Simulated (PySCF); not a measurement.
H3B, SMILES B (B3LYP/def2-SVP optimised geometry):

```
4

B     -0.301     0.000     0.000
H      0.903     0.000     0.000
H     -0.903     1.043     0.000
H     -0.903    -1.043     0.000
```

Level of theory: B3LYP/def2-TZVP (PySCF 2.14.0).

**Question.** What are the frontier orbital energies and the dipole moment?

**Answer.** HOMO-2 -14.05 eV, HOMO-1 -9.70 eV, HOMO -9.70 eV, LUMO -2.24 eV, LUMO+1 1.73 eV; dipole moment 0.00 D.

On the same geometry PBE/def2-TZVP (PySCF) gives HOMO-2 -12.55 eV, HOMO-1 -8.45 eV, HOMO -8.45 eV, LUMO -3.06 eV, LUMO+1 1.39 eV; dipole moment 0.00 D.

Meta-Löwdin charges at B3LYP/def2-TZVP: B1 -0.05, H2 0.02, H3 0.02, H4 0.02.
